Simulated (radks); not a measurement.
As-, configuration [Ar] 3d10 4s2 4p4. All-electron calculation, non-relativistic Kohn-Sham, PBE, spin-unpolarised, spherical densities, point nucleus; hard spherical wall at 5 bohr. Program: a radial shooting solver on a logarithmic mesh with Libxc functionals.

Unscreened Slater integrals over Kohn-Sham orbitals (hartree). Empty in this configuration: 4d.

\begin{tabular}{lr}
integral & value \\ \hline
F0(4p,4p) & 0.37659 \\
F2(4p,4p) & 0.20151 \\
F0(4p,4s) & 0.40549 \\
G1(4p,4s) & 0.26866 \\
F0(4p,3d) & 0.48515 \\
F2(4p,3d) & 0.086684 \\
G1(4p,3d) & 0.029367 \\
G3(4p,3d) & 0.025648 \\
F0(4p,3p) & 0.48770 \\
F2(4p,3p) & 0.077716 \\
G0(4p,3p) & 0.017583 \\
G2(4p,3p) & 0.020041 \\
F0(4p,4d) & 0.33086 \\
F2(4p,4d) & 0.17321 \\
G1(4p,4d) & 0.20677 \\
G3(4p,4d) & 0.13055 \\
F0(4s,4s) & 0.44607 \\
F0(4s,3d) & 0.57335 \\
G2(4s,3d) & 0.046456 \\
F0(4s,3p) & 0.57763 \\
G1(4s,3p) & 0.032105 \\
F0(4s,4d) & 0.34514 \\
G2(4s,4d) & 0.12955 \\
F0(3d,3d) & 1.3646 \\
F2(3d,3d) & 0.64196 \\
F4(3d,3d) & 0.40156 \\
F0(3d,3p) & 1.4013 \\
F2(3d,3p) & 0.66745 \\
G1(3d,3p) & 0.81304 \\
G3(3d,3p) & 0.49992 \\
F0(3d,4d) & 0.38369 \\
F2(3d,4d) & 0.048498 \\
F4(3d,4d) & 0.018546 \\
G0(3d,4d) & 0.018146 \\
G2(3d,4d) & 0.017298 \\
G4(3d,4d) & 0.012279 \\
F0(3p,3p) & 1.4524 \\
F2(3p,3p) & 0.72740 \\
F0(3p,4d) & 0.38472 \\
F2(3p,4d) & 0.042496 \\
G1(3p,4d) & 0.015385 \\
G3(3p,4d) & 0.011606 \\
F0(4d,4d) & 0.30567 \\
F2(4d,4d) & 0.18007 \\
F4(4d,4d) & 0.12566 \\
\end{tabular}

Derived for the open shells (J is the average intra-shell exchange parameter used in DFT+U). 4p: J = F2/5 = 0.04030 hartree; in LS coupling 1D lies 6 F2/25 = 0.04836 hartree above 3P.
